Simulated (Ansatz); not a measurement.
Cu, sextet (another spin typed on purpose, not shown lowest); CAM-B3LYP/cc-pVDZ in Ansatz (an electronic-structure program).

The Ansatz input:
Ansatz 0.2 input:
```yaml
crystal:
  periodic: [false, false, false]
  atoms:
    - {symbol: Cu, position_ang: [0.00000000, 0.00000000, 0.00000000]}
basis:
  gaussian:
    orbitals: cc-pVDZ
hamiltonian:
  xc: cam_b3lyp
magnetization: {spin_polarized: true, initial_magnetization: 5}
```

It wrote (shortened):

```
Functional definition: CAM-B3LYP
305 factors; integrals over basis functions are off by at most 8.4e-5 eV
70 factors; integrals over basis functions are off by at most 8.6e-5 eV
mean field evaluation 1: about -44620.3282 eV, gradient 5.3e1 eV
mean field evaluation 2: about -44621.7471 eV, gradient 6.3e1 eV
mean field evaluation 4: about -44627.9699 eV, gradient 1.8e0 eV
mean field evaluation 8: about -44628.4762 eV, gradient 5.4e-1 eV
mean field evaluation 16: about -44628.5036 eV, gradient 1.9e-4 eV
mean field evaluation 32: about -44628.5117 eV, gradient 3.9e-5 eV
mean field evaluation 64: about -44628.5002 eV, gradient 7.2e-1 eV
mean field -44628.51169576 eV, -1640.0675545276 hartree, gradient 7.6e-6 eV, S^2 8.750414; 6 other end points of the search recorded, 0 dependent functions left out
reference -44628.51177408 eV, -1640.0675574056 hartree; 17, 12 occupied and 26, 31 virtual orbitals, 305 factors
Total energy: -44628.51177408 eV, -1640.0675574056 hartree
```
